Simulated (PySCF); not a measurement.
H4O3Zr, multiplicity 1. Atoms are numbered in the order given.

```xyz
8

Zr     0.0000     0.0000    -0.1874
O     -1.6117     0.9305     0.3115
H     -2.3736     1.3704     0.6927
O      1.6117     0.9305     0.3115
H      2.3736     1.3704     0.6927
O      0.0000    -1.8611     0.3115
H      0.0000    -2.7408     0.6927
H      0.0000     0.0000    -2.0589
```
Charge 0, spin multiplicity 1.

Geometry optimised at B3LYP-D3(BJ)/def2-SVP. The multiplicity is an assumed one; no other spin state was optimised. The structure was generated by enumeration; whether it is a known compound was not checked. The def2 effective core potentials stand for the cores of Zr; spin–orbit coupling is left out. One conformer was computed; it need not be the lowest.

The numbers are results of PBE/def2-TZVPD (PySCF), not measurements.

Isolated molecule, no solvent.

total energy: -275.19852 hartree
point group: C3v
highest occupied level: -6.32 eV
lowest empty level: -1.22 eV
orbital gap: 5.10 eV
dipole moment: 0.616 e·Å
quadrupole, principal values (traceless, Buckingham form, about the centre of nuclear charge): -9.34, 4.67, 4.67 D·Å
mean static polarisability: 61.9 bohr³ (9.17 Å³)
polarisability, principal values: 60.2, 62.7, 62.7 bohr³
